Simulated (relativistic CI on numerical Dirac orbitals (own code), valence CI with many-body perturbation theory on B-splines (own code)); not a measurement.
**La: a short configuration list, a large CI and many-body theory against measured levels**

Six calculations, all with the Dirac-Coulomb Hamiltonian. A to C use 21 configurations on KLI orbitals optimised for each, with Breit and QED terms: A ab initio, B with Slater integrals scaled by 0.85, C with the P86 correlation functional added as well. Their list is 5d.6s2, 5d2.6s, 5d3, 5d.6s.6p, 6s2.4f, 6s2.6p, 5d2.6p, 5d.6s.4f, 5d.6s.6d, 5d.6s.6f, 5d2.6d, 6s2.7p, 6s2.5f, 5d.6p2, 4f.6p2, 6p3, 6s.4f.6p, 4f2.6p, 4f.6p.6d, 6s.6p2, 6p2.6d. D to F correlate the 3 valence electrons outside the frozen Dirac-Fock core [Xe] of the bare core ion, in 82 B-spline orbitals (245,088 selected states over all symmetries, the rest in second order). F holds the one-electron core-valence potential Σ₁, the screening Σ₂ of the valence interaction, a three-electron term, Breit and QED; D (none of these) and E (Σ₁ alone) are solved again in the space of F. The core's calculated polarisability is 7.67 bohr³.

Computed minus measured energy above the ground level, in cm⁻¹, for 11 of the 21 excited levels that pair with a measured one in all six and keep their character from D to F (pairs that miss by over 12,000 cm⁻¹ in F, or 15,000 in both A and B, are taken as false; terms as labelled in the source; one J of a term; all of one parity):

```
Configuration  Term    J  Measured     A     B     C     D     E      F
       5d.6s2    2D  5/2      1053  -134  -135  -178  -196    59    -46
       5d2.6s    4F  3/2      2668  1979  1470   265  3292   604   -640
       5d2.6s    2F  5/2      7012  3222  2277  1214  2062   -13   -671
       5d2.6s    4P  1/2      7231  2995  1881   760  2350   587   -408
       5d2.6s    2P  1/2      9044  2963  2093   549  3272   729   -708
       5d2.6s    2D  5/2      9184  3006  1851   880  1545   211   -320
       5d2.6s    2G  9/2      9920  3771  2346  1033  2496   745   -504
          5d3    4F  3/2     12431  2926  2568   253  5152   864  -1443
          5d3    4P  1/2     16617  3637  2719   545  4590  1160  -1250
       5d2.6s    2S  1/2     16991  4935  2726  2155  -275  -608    -27
          5d3    2G  7/2     17023  5013  3723  1638  3885   613  -1170
```

Mean absolute errors, in cm⁻¹:

```csv
Levels,A,B,C,D,E,F
"all, 21",2880,2018,644,2934,596,737
"5d2.6s, 14",2909,1883,756,2361,511,517
"5d3, 6",3268,2645,460,4730,885,1367
```

Measured levels: NIST Handbook of Basic Atomic Spectroscopic Data (Sansonetti and Martin, J. Phys. Chem. Ref. Data 34, 1559 (2005)). The scale of B and the settings of D to F were settled with such spectra in view, so this is no blind test.

From closest to farthest the columns rank E (596), C (644), F (737), B (2018), A (2880), D (2934); over all 55 levels that F pairs, its error is 552. The configuration that the core terms move most is 5d3: its mean error is +4730 in D, and Σ₁, Σ₂, the three-electron term, and Breit with QED change it by -3845, -1996, -31 and -225, to -1367 in F. D keeps the core as it is in the bare core ion; d electrons reach into the outer core shells, and the relaxation of those shells, which differs with the number of d electrons, enters only through these terms. The sum overshoots. In A 5d2.6s, 5d3 lie too high on average. The largest residue of F is in 5d3 (1367). E beats F on this set, mainly because F misplaces that configuration as a block. The run behind D to F took about 7 min of CPU with its rates, the short lists 4 s (one thread, shared hosts). The ionisation energy is 5.547 eV in D, 5.734 in E and 5.458 in F, against 5.577 eV in NIST ASD (measured).
